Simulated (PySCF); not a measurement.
**Computed properties of C4H9NSi, SMILES C[C@H]1C(=C)[SiH2]N1**

C₄H₉NSi, SMILES C=C1[SiH2]N[C@H]1C. Geometry: ωB97X-D3(BJ)/def2-SVP. The structure was generated by enumeration; whether it is a known compound was not checked. The values are those of a single conformer. All values are computed for the isolated molecule unless a solvent is named; none is compared with measurement here.

**Structure.** All 39 harmonic modes at ωB97X-D3(BJ)/def2-SVP (PySCF) are real, so it is a minimum. With heavy atoms numbered as in [CH2:1]=[C:2]1[SiH2:3][NH:4][C@H:5]1[CH3:6], the shortest bond between them is C1–C2 at 1.331 Å and the longest C2–Si3 at 1.880 Å.

**Vibrations.** The strongest infrared lines (harmonic, unscaled, degenerate partners summed) lie at 2215 cm⁻¹ (197 km/mol, H 96 %), 2235 cm⁻¹ (187 km/mol, H 98 %), 1029 cm⁻¹ (146 km/mol, H 88 %, C 9 %). The softest mode is at 71 cm⁻¹ and the zero-point energy is 76.7 kcal/mol.

**Electronic structure.** M06-2X/def2-TZVP (PySCF) places the frontier levels at -7.97 and 0.56 eV, a gap of 8.53 eV, and gives a dipole moment of 0.77 D and a mean polarisability of 79.1 bohr³. PBE/def2-TZVP (PySCF) at the same geometry gives -5.35 and -1.32 eV, so its gap is 4.50 eV narrower. An orbital gap is neither the optical nor the fundamental gap.

**Excitations.** TDA-B3LYP/def2-SVPD (PySCF) has S1 at 5.04 eV (246 nm, f = 0.002, dark); the most intense of the 10 singlets computed lies at 6.72 eV (f = 0.09). T1 (TDA) is at 4.11 eV, 0.93 eV under S1. TDA-PBE/def2-SVPD (PySCF) puts S1 at 4.23 eV. No vertical singlet excitation falls in the visible range (under 3.1 eV).

**NMR.** GIAO shifts at KT2/pcSseg-1 (PySCF) (non-relativistic, atoms alike by connectivity averaged): ¹³C from 30.2 to 155.3 ppm against TMS; ¹H from 0.7 to 6.3 ppm against TMS; ²⁹Si at -20.8 ppm against TMS.

**Solvation.** SMD-M06-2X/6-31G* (PySCF) gives 0.4 kcal/mol in water, -2.5 kcal/mol in toluene, -3.2 kcal/mol in diethylether (1 M in both phases, gas-phase geometry); of these solvents diethylether holds the molecule best.
